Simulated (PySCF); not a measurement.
**How methods differ on the excitation energy of Pd²⁺**

Pd²⁺ [Kr] 4d8 (3F) → Pd²⁺ [Kr] 4d7 5p1 (high-spin determinant), as a difference of total energies. Computed with PySCF 2.14 in aug-cc-pVDZ-PP with ECP28MDF (5s5p4d2f, 54 functions), with a scalar-relativistic core potential. Correlated levels: valence: 4s2 4p6 frozen. The calculations carry no spin-orbit coupling.

```json
{"method": "UHF", "excitation energy (cm⁻¹)": "99449"}
{"method": "MP2 (valence)", "excitation energy (cm⁻¹)": "105890"}
{"method": "SCS-MP2 (valence)", "excitation energy (cm⁻¹)": "107470"}
{"method": "CCSD (valence)", "excitation energy (cm⁻¹)": "104930"}
{"method": "CCSD(T) (valence)", "excitation energy (cm⁻¹)": "104960"}
```

The determinant of the upper state mixes LS terms, which raises its energy above the lowest term, most at the Hartree-Fock and MP2 levels.
